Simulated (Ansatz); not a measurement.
H$_{6}$O$_{7}$Si$_{2}$, triplet, at the geometry of the source list (a higher spin typed on purpose: for a closed-shell molecule this is an excited state). Base run: HF/STO-3G in Ansatz (a quantum-chemistry and plane-wave program).

Geometry (Å):
```xyz
15

O      2.8081     0.4160     0.6476
Si     1.4631    -0.4244     0.3269
O      1.6605    -1.3463    -0.9868
O      1.1308    -1.3669     1.5984
O      0.2749     0.6657     0.0481
Si    -1.2964     0.5077    -0.2877
O     -1.7418     1.8182    -1.1410
O     -1.4881    -0.8934    -1.0923
O     -2.2441     0.4312     1.0234
H      3.1618     0.9813    -0.0306
H      0.8764    -1.7607    -1.3401
H      1.1717    -0.9945     2.4742
H     -1.1738     2.1184    -1.8441
H     -2.3305    -1.3330    -1.0062
H     -2.2728     1.1808     1.6101
```
Charge 0, spin multiplicity 3.
Orbitals are unrestricted.
All else is at Ansatz's defaults.
Base energy -1091.42155 Eh.

The base run was repeated with changes; each row names its change, and settings that it needs were set with it.

```tsv
change	ΔE vs base (mEh)
base	0.000
point_charge = charge:-1.0 position_ang:1.9948, -3.6983, -4.7083	-4.135
fitting.mean_field = def2-universal-JKFIT	-0.998
forces = on	0.000
point_charge = charge:1.0 position_ang:-5.62, 0.8712, 2.7353	-4.008
point_charge = charge:0.5 position_ang:2.1298, -5.4932, 2.2615	-5.128
accuracy = high	-0.038
nuclear_model = gaussian	0.283
lower_state_search = light	0.000
lower_state_search = full	0.000
lower_state_search = off	0.000
```
